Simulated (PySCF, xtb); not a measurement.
Si(H)(F)(Br)(vinyl) (C2H4BrFSi), SMILES C=C[SiH](F)Br.

GFN2-xTB (xtb 6.7.1) at its own geometry gives an orbital gap of 4.33 eV and a dipole moment of 5.23 D.

Geometry optimised at PBE-D3(BJ)/def2-SVP. This is a generated structure with no PubChem entry under its InChIKey; it may be hypothetical. Other conformers were not sampled.

**Question.** What does M06-2X/def2-TZVP (PySCF) give? (An estimate is asked for; the answer gives what the named calculation found.)

**Answer.** gap 9.28 eV (levels -9.57 and -0.29 eV), dipole 2.25 D.
